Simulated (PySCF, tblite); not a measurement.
Compound: C5H11BF2Si.
Z-matrix (Å and degrees, GFN2-xTB geometry), rows numbered from 1:
```
C 
C   1  1.4942
C   2  1.3445  1  121.69
B   3  1.5346  2  128.24  1   179.97
F   4  1.3267  3  120.94  2   179.80
F   4  1.3265  3  126.40  2    -0.10
C   2  1.4990  1  115.09  3  -177.84
C   7  1.5342  2  110.01  1    93.61
Si  8  1.9025  7  112.49  2  -179.58
H   1  1.0903  2  109.52  3  -113.24
H   1  1.0891  2  110.12  3   128.96
H   1  1.0864  2  111.82  3     7.28
H   3  1.0841  2  116.87  1    -0.34
H   7  1.0917  2  109.75  1   -26.67
H   7  1.0889  2  110.43  1  -146.20
H   8  1.0908  7  108.44  2    58.91
H   8  1.0919  7  109.27  2   -56.78
H   9  1.4613  8  109.60  7   -61.92
H   9  1.4642  8  108.59  7   176.71
H   9  1.4672  8  108.83  7    57.92
```

Jobs on this species (20 atoms, 78 electrons) with PySCF (density fitting) and tblite. Hardware of each: Arm Neoverse V1, one thread, shared host. Other jobs ran on the host; a repeat could differ by tens of per cent or more.

| level and settings | work | basis functions | SCF cycles | wall time |
| --- | --- | --- | --- | --- |
| GFN2-xTB | L-BFGS relaxation | – | – | ? |
| GFN2-xTB | Hessian by finite differences | – | – | 0.86 s |
| PBE0/pcSseg-1 | shieldings, charges and field gradients, density and orbital grids written | 215 | 13 | 68 s |

Problem. Fill in the missing figures.

Solution. 
- GFN2-xTB; L-BFGS relaxation: 1.2 s

Problem. What do all jobs in the table cost together?

Solution. About 70 s; the longest takes about 97 % of that, and about 79 times as long as the shortest.
